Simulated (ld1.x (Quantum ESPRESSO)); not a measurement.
Configuration tests for O (PAW)

```
Element                 : oxygen (O)
Generator               : ld1.x (Quantum ESPRESSO) 7.5
Type                    : PAW
Functional              : PBE
Relativity              : non-relativistic
Frozen core             : [He]
Valence charge          : 6
Reference configuration : 2s2 2p4
Partial waves           : 2s (bound): rcut 0.65, rcutus 0.75 bohr; 2s channel at -0.1 Ry: rcut 0.65, rcutus 0.75 bohr; 2p (bound): rcut 1.35, rcutus 1.70 bohr; 2p channel at 4.35 Ry: rcut 1.35, rcutus 1.70 bohr; 3d channel at 0.35 Ry: rcut 1.80, rcutus 2.00 bohr
Local potential         : all-electron potential smoothed inside 1.60 bohr (lloc = -1)
Core correction         : Bessel-smoothed model core, default radius (core density twice the valence density)
Augmentation charge     : PSQ, inside the norm-conserving radii
```

Energies are relative to the spin-unpolarised reference configuration 2s2 2p4; without spin polarisation the order of configurations can differ from experiment.

**Question.** Give the all-electron excitation energy and the error of the potential for: 2s2 2p3; 2s2 2p2; 2s2 2p1; 2s1 2p5; 2s0 2p6; 2s2 2p4.3; 2s2 2p3.5.

**Answer.**

| valence configuration | charge | ΔE all-electron (eV) | error AE − PS (meV) |
| --- | --- | --- | --- |
| 2s2 2p3 | +1 | 16.439 | -3.3 |
| 2s2 2p2 | +2 | 50.033 | -2.1 |
| 2s2 2p1 | +3 | 103.905 | -2.2 |
| 2s1 2p5 | 0 | 14.896 | -0.5 |
| 2s0 2p6 | 0 | 29.828 | -1.8 |
| 2s2 2p4.3 | -0.3 | -2.125 | -0.5 |
| 2s2 2p3.5 | +0.5 | 6.290 | -1.3 |

Levels in the configuration 2s1 2p5:

```json
{"level": "2s", "all-electron (eV)": "-24.369", "pseudo (eV)": "-24.371"}
{"level": "2p", "all-electron (eV)": "-9.455", "pseudo (eV)": "-9.455"}
```
